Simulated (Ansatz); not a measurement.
Coupled-cluster diagnostics for Rb₂Cl₃⁻ (the lowest singlet isomer of a short search), Ansatz.

Geometry of the singlet (PBE0-D4/def2-SVPD):

```tsv
atom	x (Å)	y (Å)	z (Å)
Rb1	-0.3191	-0.8581	-1.5257
Rb2	0.3190	0.8579	1.5258
Cl3	2.2313	-1.3220	0.2759
Cl4	-0.0183	2.2752	-1.2748
Cl5	-2.2129	-0.9530	0.9988
```

In the def2 sets Rb takes a core potential; there is no spin–orbit coupling. Correlated methods freeze 15 core orbitals; core or outer-core shells of Rb are correlated, in sets that lack core-valence functions. The structure comes from a short search, and lower isomers may exist.

Problem. Estimate the CCSD(T) correlation energy, the shares of MP2 and (T), T1 and the reference's ⟨S²⟩ for: charge -1, singlet, own geometry in def2-TZVPPD; and the rough time on 4 threads of Intel Xeon on a shared host.

Solution. 
| state | basis | correlation (eV) | MP2 share (%) | (T) share (%) | T1 | ⟨S²⟩ (pure) | wall time |
| --- | --- | --- | --- | --- | --- | --- | --- |
| charge -1, singlet, own geometry | def2-TZVPPD | -24.575 | 89.4 | 3.5 | 0.007 | 0.00 (0.00) | 5.6 min |
Customary marks for T1 are 0.02 (closed shells), 0.045 (open shells) and about 0.05 (3d metals). T1 stays under 0.02 throughout.
